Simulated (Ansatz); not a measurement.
```xyz
10

F     0.195   -1.573   -1.532
C    -0.609   -0.513   -1.122
N    -0.511   -0.267    0.263
Si    0.675    0.723    0.997
F     2.083    0.005    1.232
H    -1.631   -0.777   -1.406
H    -0.280    0.367   -1.681
H    -1.018   -0.927    0.833
H     0.177    1.105    2.336
H     0.920    1.858    0.082
```

The species carries charge 0 and has multiplicity 1.

Task: List the ωB97M-V/def2-TZVPP orbital energies in eV (the Gaussian-basis code of Ansatz). (Estimate.)

Result: The calculation gave: Occupied: -1808.07, -677.27, -677.07, -394.94, -284.49, -149.01, -103.16, -103.12, -103.10, -36.07, -35.84, -28.19, -21.81, -18.86, -17.51, -16.75, -16.54, -15.35, -15.20, -15.16, -13.71, -12.95, -12.23, -11.93, -10.84. Lowest empty: 2.14, 2.46, 3.27, 3.34, 3.96, 4.55, 4.88, 5.09.
